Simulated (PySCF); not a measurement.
F4Ti, charge +1, doublet, geometry from GFN2-xTB (such geometries of metal compounds can be far from the true shape) (the multiplicity is a formal guess); PBE0/STO-3G in PySCF.

The PySCF input:
```python
from pyscf import gto, scf, dft

mol = gto.Mole()
mol.atom = '''
    Ti    0.00000000    0.00000000    0.00000000
    F     1.11216813    0.79984052   -1.03505710
    F     0.85175917   -1.07124651    1.03679470
    F    -1.12295623   -0.89058404   -0.94542868
    F    -0.84097107    1.16199002    0.94369108
'''
mol.basis = 'sto-3g'
mol.charge = 1
mol.spin = 1
mol.verbose = 3
mol.build()

mf = dft.UKS(mol)
mf.xc = 'pbe0'
mf.grids.radi_method = dft.radi.delley
mf.kernel()
mf.analyze()
```

It wrote (shortened):

```
converged SCF energy = -1233.90315464032  <S^2> = 0.76922597  2S+1 = 2.0191344
**** MO energy ****
                             alpha | beta                alpha | beta
MO #1   energy= -177.776296639196  | -177.776454110576  occ= 1 | 1
MO #2   energy= -24.8742813317458  | -24.8682154397457  occ= 1 | 1
MO #3   energy= -24.8742699858991  | -24.8682045326157  occ= 1 | 1
MO #4   energy= -24.8742565652842  | -24.8681919429346  occ= 1 | 1
MO #5   energy= -24.874133922339   | -24.8680761452239  occ= 1 | 1
MO #6   energy= -20.1938246669924  | -20.1940934616883  occ= 1 | 1
MO #7   energy= -17.1661810971061  | -17.1663629622776  occ= 1 | 1
MO #8   energy= -17.1660115387848  | -17.1663601796602  occ= 1 | 1
MO #9   energy= -17.1660114987883  | -17.1663601464591  occ= 1 | 1
MO #10  energy= -2.85523761750628  | -2.85928921277478  occ= 1 | 1
MO #11  energy= -1.97612995184646  | -1.97979303285521  occ= 1 | 1
MO #12  energy= -1.97523867369065  | -1.97979295713211  occ= 1 | 1
MO #13  energy= -1.97523847678927  | -1.97890181765138  occ= 1 | 1
MO #14  energy= -1.43747791898567  | -1.41036989646457  occ= 1 | 1
MO #15  energy= -1.4226090789806   | -1.39530646739169  occ= 1 | 1
MO #16  energy= -1.42260449353855  | -1.39526577810338  occ= 1 | 1
MO #17  energy= -1.42258695031566  | -1.39526491892889  occ= 1 | 1
MO #18  energy= -0.674163559582096 | -0.645587825700358 occ= 1 | 1
MO #19  energy= -0.665693379314646 | -0.641146496783642 occ= 1 | 1
MO #20  energy= -0.665692892665498 | -0.6400825200916   occ= 1 | 1
MO #21  energy= -0.654637683880913 | -0.64008146261449  occ= 1 | 1
MO #22  energy= -0.649393281362115 | -0.624806736584141 occ= 1 | 1
MO #23  energy= -0.634766727045533 | -0.608459106877346 occ= 1 | 1
MO #24  energy= -0.629960088004384 | -0.608324495924241 occ= 1 | 1
MO #25  energy= -0.629959433009123 | -0.594782100446177 occ= 1 | 1
MO #26  energy= -0.618421913303267 | -0.594779761049088 occ= 1 | 1
MO #27  energy= -0.614298725515755 | -0.551677111831824 occ= 1 | 1
MO #28  energy= -0.588109776645888 | -0.551673688164495 occ= 1 | 1
MO #29  energy= -0.588109350325292 | -0.47862361653036  occ= 1 | 0
MO #30  energy= -0.12248990215202  | -0.118596741398388 occ= 0 | 0
MO #31  energy= -0.116892826244192 | -0.11243726337459  occ= 0 | 0
MO #32  energy= -0.0925302840137049 | -0.0911981571226796 occ= 0 | 0
MO #33  energy= -0.0925301317461891 | -0.0868557810315501 occ= 0 | 0
MO #34  energy= -0.088957669814365 | -0.086855499876161 occ= 0 | 0
MO #35  energy= -0.0483303757526639 | -0.0487260290407048 occ= 0 | 0
MO #36  energy= 0.240978643332355  | 0.242468232699871  occ= 0 | 0
MO #37  energy= 0.240979037801467  | 0.242468426365463  occ= 0 | 0

To work with the spin densities directly, `use mulliken_meta_spin()` only printing them here.

 ** Mulliken spin pop alpha/beta on meta-lowdin orthogonal AOs **
 ** Mulliken Spin Density (per atom)  **
spin density of  0 Ti =     -0.20449
spin density of  1 F =      0.30115
spin density of  2 F =      0.30109
spin density of  3 F =      0.30109
spin density of  4 F =      0.30116
 ** Mulliken pop alpha/beta on meta-lowdin orthogonal AOs **
 ** Mulliken atomic charges   ( Nelec_alpha | Nelec_beta ) **
charge of  0Ti =      0.95026  (    10.42262     10.62711 )
charge of  1F =      0.01244  (     4.64436      4.34321 )
charge of  2F =      0.01242  (     4.64433      4.34324 )
charge of  3F =      0.01243  (     4.64433      4.34324 )
charge of  4F =      0.01245  (     4.64435      4.34320 )

WARN: System has nonzero charge 1; the dipole moment is origin-dependent.
Location of origin: [0. 0. 0.]

Dipole moment(X, Y, Z, Debye): -0.00005,  0.00020,  0.00003
```
